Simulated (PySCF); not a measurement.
Ge(F)3(Br), SMILES [Br][Ge]([F])([F])[F] (BrF₃Ge), singlet, CAM-B3LYP/def2-SVP optimised geometry.

```
5

F     -1.10     0.81     0.00
Ge    -0.60    -0.81     0.00
F      1.10    -0.81     0.00
F     -1.10    -1.49    -1.48
Br    -1.43    -1.94     1.75
```

Density from CAM-B3LYP/def2-TZVP (PySCF 2.14.0) at that geometry.

Minimum of the electron density along straight lines between bonded atoms, close to the bond critical point (lines longer than 1.1 times the sum of covalent radii, or with two minima, are not listed):

| bond | length / Å | ρ at the minimum / e bohr⁻³ | ∇²ρ there / e bohr⁻⁵ | position (fraction from the first atom) |
|---|---|---|---|---|
| F1–Ge2 | 1.703 | 0.156 | 0.91 | 0.52 |
| Ge2–F3 | 1.703 | 0.156 | 0.91 | 0.48 |
| Ge2–F4 | 1.703 | 0.156 | 0.91 | 0.48 |
| Ge2–Br5 | 2.241 | … | … | 0.43 |

### Question
What belongs in the gaps?

### Answer

- Ge2–Br5, ρ at the minimum / e bohr⁻³: 0.108
- Ge2–Br5, ∇²ρ there / e bohr⁻⁵: 0.05
